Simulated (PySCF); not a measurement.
Bi(H)2(Et) (C2H7Bi), SMILES [BiH2][CH2]C.

Geometry: PBE0-D3(BJ)/def2-SVP. The def2 effective core potentials stand for the cores of Bi; spin–orbit coupling is left out.

All values below come from r2SCAN/def2-TZVPD (PySCF).

Gas-phase values at a fixed geometry.

Problem. Estimate the frontier levels, gap, dipole moment and polarisability. (Estimate from the structure and the level; the computed values follow.)

Solution. 
| Quantity | Result |
|---|---|
| highest occupied level | -6.17 eV |
| lowest empty level | -0.79 eV |
| orbital gap | 5.38 eV |
| dipole moment | 1.02 D |
| quadrupole, principal values (traceless, Buckingham form, about the centre of nuclear charge) | -1.50, 0.24, 1.26 D·Å |
| mean static polarisability | 79.2 bohr³ (11.74 Å³) |
| polarisability, principal values | 69.0, 72.8, 95.9 bohr³ |
